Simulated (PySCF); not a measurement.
## Magnetisability: SMILES B[C@@H]1C=C[Se]C1, C$_{4}$H$_{7}$BSe

Geometry (Å), atoms numbered from 1 in this order:
```xyz
13

B     1.668   -0.188    0.649
C     0.515    0.013   -0.406
C    -0.319    1.122    0.200
C    -1.631    0.949    0.281
Se   -2.280   -0.687   -0.398
C    -0.383   -1.206   -0.661
H     1.633   -1.076    1.407
H     2.527    0.601    0.709
H     0.892    0.397   -1.362
H     0.171    2.026    0.523
H    -2.339    1.663    0.666
H    -0.184   -2.013    0.046
H    -0.276   -1.599   -1.672
```

The calculation used GIAO KT2/STO-3G magnetisability, rotational g tensor and spin-rotation constants, non-relativistic, gas phase (PySCF). Geometry: GFN2-xTB.

The calculation is non-relativistic, which matters for the atoms heavier than Zn.

(1) How diamagnetic is it, and how anisotropic?

(2) Split it along the inertial axes a, b, c into diamagnetic and paramagnetic parts about the centre of mass, with the quadrupole moment.

(3) And the rotational g tensor?

Results:

(1) Isotropic -1133 × 10⁻³⁰ J/T², or -68.2 × 10⁻⁶ cm³/mol; principal values -1269, -1102, -1028 × 10⁻³⁰ J/T², anisotropy 213 × 10⁻³⁰ J/T² (root of half the summed squared differences of the principal values). The susceptibility is in cgs units.

(2) 
```
axis  χ (10⁻⁶ cm³/mol)  diamagnetic (10⁻⁶ cm³/mol)  paramagnetic (10⁻⁶ cm³/mol)  summed x² of all electrons (Å²)  quadrupole Θ (D Å)
   a             -62.6                      -320.9                        258.3                            158.9               -4.12
   b             -72.5                      -755.3                        682.8                             56.5               +5.35
   c             -69.6                      -914.0                        844.3                             19.1               -1.23
```
Anisotropies 2χaa − χbb − χcc = +16.8 and 2χbb − χaa − χcc = -12.7 × 10⁻⁶ cm³/mol. Θ is traceless in Buckingham's convention.

(3) 
| axis | rotational constant (GHz) | g | nuclear part | electronic part |
| --- | --- | --- | --- | --- |
| a | 5.5451 | -0.0436 | 0.6292 | -0.6728 |
| b | 1.6824 | -0.0099 | 0.5298 | -0.5397 |
| c | 1.3799 | -0.0074 | 0.5399 | -0.5474 |

Asymmetric top; isotopes 11B, 12C, 1H, 80Se; no vibrational averaging.
